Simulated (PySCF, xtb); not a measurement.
CuH, SMILES [CuH] (connectivity only; charge and spin as stated), neutral, multiplicity 1.

GFN2-xTB (xtb) at its own geometry gives an orbital gap of 5.47 eV and a dipole moment of 3.55 D.

Geometry: PBE0-D3(BJ)/def2-TZVPD. The multiplicity is an assumed one; other spin states were not compared.

Q: What does PySCF with HF/def2-TZVPD give? (The exact figures need the calculation; the answer reports its results.)

A: gap 9.44 eV (levels -9.12 and 0.31 eV), dipole 4.17 D.
